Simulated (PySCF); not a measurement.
C₆ coefficients of unlike pairs at PBE0

Calculated with PySCF 2.14 from the dipole response of each species, C₆(A,B) = (3/π) ∫ α_A(iu) α_B(iu) du, in atomic units, from isotropic polarisabilities. For ions this is the dispersion term alone; charge-induced terms of lower order in 1/R come first.

| species | configuration | basis | relativity | α (bohr³) | C₆ (like pair) |
| --- | --- | --- | --- | --- | --- |
| B³⁺ | 1s2 (1S) | aug-cc-pwCVDZ (5s4p2d) | none | 0.01800 | 0.002339 |
| S⁺ | [Ne] 3s2 3p3 (4S) | def2-TZVPPD (6s6p4d1f) | none | 10.85 | 53.32 |
| Ga⁺ | [Ar] 3d10 4s2 (1S) | def2-TZVPPD (7s5p5d1f) | none | 19.12 | 95.57 |
| As³⁺ | [Ar] 3d10 4s2 (1S) | aug-cc-pVTZ-PP with ECP10MDF (6s5p4d2f) | core potential | 6.988 | 20.86 |

Estimate C₆ for Ga⁺ with B³⁺.

The integral gives 0.1945. The combination rule 2 C_A C_B / (C_A α_B/α_A + C_B α_A/α_B) gives 0.1736 and the geometric mean 0.4728.

No spin-orbit coupling is included.

The other pairs:

```tsv
pair	C₆
Ga⁺, S⁺	69.26
As³⁺, S⁺	33.33
As³⁺, Ga⁺	43.57
S⁺, B³⁺	0.1767
As³⁺, B³⁺	0.1104
```
